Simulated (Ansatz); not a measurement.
System: aminomethylgermylmethanamine, C₂H₁₀GeN₂, charge 0, multiplicity 1. SMILES: N[CH2][GeH2][CH2]N
Geometry from a B3LYP-D3(BJ)/def2-TZVP (Ansatz, a first-principles code) optimisation:
```
Ge
H 1 1.5421
H 1 1.5421 2 109.82
C 1 1.9809 2 109.87 3 -120.56
H 4 1.0913 1 107.31 2 53.29
H 4 1.0986 5 106.81 1 -116.58
N 4 1.4660 5 108.69 6 -124.41
H 7 1.0125 4 111.61 5 -179.07
H 7 1.0135 8 107.10 4 122.18
C 1 1.9809 2 109.55 3 120.76
H 10 1.0913 1 107.31 2 -67.44
H 10 1.0986 11 106.81 1 -116.58
N 10 1.4660 11 108.69 12 -124.41
H 13 1.0125 10 111.61 11 -179.07
H 13 1.0135 14 107.10 10 122.18
```
Charge 0, spin multiplicity 1.

Quantity: atomisation energy (electronic, to ground-state atoms), in eV. Valence correlation only, unless marked. Open shells are spin-unrestricted. No spin-orbit coupling. Frozen are the shells of the preceding noble gas and the d and f shells that filled before the atom's block. Non-relativistic. The coupled-cluster limit lacks core correlation, which all-electron functionals hold. CBS(X,Y): correlation extrapolated as X^-3; Hartree-Fock from the larger set.

```json
[
 {"level": "revPBE/def2-TZVPD", "program": "Ansatz", "atomisation energy (eV)": "51.67"},
 {"level": "PBE0/def2-TZVPD", "program": "Ansatz", "atomisation energy (eV)": "52.68"}
]
```

Predict the CCSD(T)/CBS(cc-pVTZ,cc-pVQZ) result (Ansatz).

52.80 eV
